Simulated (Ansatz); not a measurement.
Consider the germylene loss: `O[SiH2][S][GeH3]` → `O[SiH2]S` + `[GeH2]`.

Gas-phase electronic energies from Ansatz, PBE0-D4/def2-TZVP geometries. CCSD(T)/CBS adds triple-zeta CCSD(T) − MP2 to the extrapolated MP2 energy (def2 sets, frozen cores). Functionals use def2-TZVPP. For Ge outer-core shells are correlated without core-valence functions, which leaves a few kJ/mol of doubt a bond. Scalar relativity is left out up to krypton. One conformer a species, not always the lowest.

```tsv
level	ΔE (eV)
B2PLYP	2.13
CAM-B3LYP	2.06
HF/def2-SVP	1.96
MP2/def2-TZVPP	2.48
```

Question: What does CCSD(T)/CBS give? (Best estimate.)

Answer: Computed: +2.25 eV. The listed levels differ from it by -0.12, -0.19, -0.29, 0.23 eV.

Largest T1 diagnostic among the species: 0.012.

At CCSD(T), def2-SVP lies −0.12 eV from the extrapolated value and def2-TZVPP +0.02 eV. From PBE to PBE0 (25 % exact exchange), in def2-TZVPP and without D4, ΔE moves by +0.12 eV.

CCSD(T)/CBS has its own doubt, a few kJ/mol and more with outer-core shells, so smaller differences from it don't rank the levels.
